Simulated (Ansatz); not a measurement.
`N[SiH2]O[Si](N)(F)F`, charge 0, multiplicity 1.

Question: Give a relaxed structure at PBE0-D4/def2-TZVP (Ansatz 0.2.0). (An estimate is asked.)

Answer: The calculation gave: 
```xyz
13

N    -0.430   -0.876   -2.288
Si   -0.954    0.476   -1.401
O    -0.241    0.666    0.079
Si    0.666   -0.135    1.131
N     0.725    0.718    2.574
F     2.140   -0.361    0.593
F     0.101   -1.616    1.272
H    -0.733   -1.808   -2.057
H     0.456   -0.882   -2.766
H    -2.407    0.332   -1.152
H    -0.623    1.694   -2.172
H    -0.020    1.334    2.845
H     1.319    0.458    3.342
```
This is one stationary point; other conformers may exist.
